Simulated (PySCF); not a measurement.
This script is equivalent to a calculation on F²⁺ (fluorine, charge +2).

```python
from pyscf import gto, scf, dft, mp, cc
import basis_set_exchange as bse
mol = gto.M(atom="F 0 0 0", charge=2, spin=3, symmetry="D2h",
            basis=gto.basis.parse(bse.get_basis("aug-cc-pVDZ-DK", elements=["F"], fmt="nwchem")),
            nucmod="G")
mf = dft.UKS(mol, xc="R2SCAN").sfx2c1e()
mf.irrep_nelec = {'Ag': (2, 2), 'B1u': (1, 0), 'B2u': (1, 0), 'B3u': (1, 0)}
mf.kernel()
```

(1) What total energy does it give?

(2) Which occupied shell lies highest, and where?

(3) What is ⟨S²⟩, and what would a pure spin state give?

Results:

(1) -97.847 hartree (calculated).

(2) 2p α, at -52.776 eV.

(3) 3.752, against 3.75.
